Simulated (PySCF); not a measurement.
## Radial density of Zn (zinc, neutral)

M06-2X, [Ar] 3d10 4s2, closed-shell 1S. All numbers are calculated (PySCF 2.14, scalar relativity by spin-free X2C-1e, in cc-pVDZ-DK (6s5p3d1f, 43 functions)).

```
r (bohr)  4πr²ρ (e/bohr)
0.000893          0.2896
 0.00150          0.7205
 0.00253           1.754
 0.00425           4.117
 0.00715           9.102
  0.0120           18.09
  0.0202           29.93
  0.0340           36.70
  0.0572           31.39
  0.0963           31.72
   0.162           42.07
   0.272           24.92
   0.458           22.27
   0.771           19.83
    1.30           5.299
    2.18           1.385
    3.67          0.4149
    6.17         0.03269
    10.4       0.0001875
```

Densities and radii are taken from the X2C orbitals without a picture-change correction, which distorts them close to the nucleus.
